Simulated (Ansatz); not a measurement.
`BBCl` + `[OH][AlH2]` → `BB[O][AlH2]` + HCl at 298.15 K and 1 bar (ligand exchange at a B–Cl bond).

Isolated molecules relaxed with PBE0-D4/def2-TZVP in Ansatz; ΔE leaves out vibrations. CCSD(T)/CBS adds triple-zeta CCSD(T) − MP2 to the extrapolated MP2 energy (def2 sets, frozen cores). This one scheme is used for every species. Each species was taken in one conformer, which may not be the lowest.

| species | CCSD(T)/CBS energy (Eh) | H − E (kJ/mol) | S (J/(mol·K)) |
| --- | --- | --- | --- |
| `BBCl` | -511.15624 | 100.6 | 279.9 |
| `[OH][AlH2]` | -319.03157 | 82.3 | 252.8 |
| `BB[O][AlH2]` | -369.81813 | 151.7 | 336.3 |
| HCl | -460.38127 | 26.6 | 186.8 |

H − E and S are ideal-gas, rigid-rotor, harmonic terms from PBE0-D4/def2-TZVP, for one conformer and one mirror image of each species. 1 Eh = 2625.50 kJ/mol, R = 8.31446 J/(mol·K).

Problem. By hand: ΔE, ΔH, ΔS and ΔG.

Solution. ΔE = (-369.81813) + (-460.38127) − (-511.15624) − (-319.03157) = -0.01159 Eh = -30.4 kJ/mol. Δ(H − E) = 151.7 + 26.6 − 100.6 − 82.3 = -4.6, so ΔH = -35.0 kJ/mol. ΔS = 336.3 + 186.8 − 279.9 − 252.8 = -9.6 J/(mol·K). ΔG = -35.0 − 298.15 × (-9.6)/1000 = -32.1 kJ/mol.

Problem. By hand: the equilibrium constant, and the temperature at which ΔG would vanish if ΔH and ΔS stayed fixed.

Solution. log₁₀ K = −ΔG/(RT ln 10) = 5.6. ΔG = 0 at ΔH/ΔS = 3646 K, far beyond where these terms or the molecules hold.

The number of gas molecules stays the same, so ΔS is small and ΔH decides. A doubt of 5 kJ/mol in ΔE shifts log₁₀ K by 0.9 here. Other conformers and mirror images would add mixing entropy, several J/(mol·K) or more a flexible species. These are equilibria of isolated gas molecules and say nothing of rates. Largest T1 diagnostic: 0.014 (customary marks: 0.02 for closed shells, 0.045 for open ones).
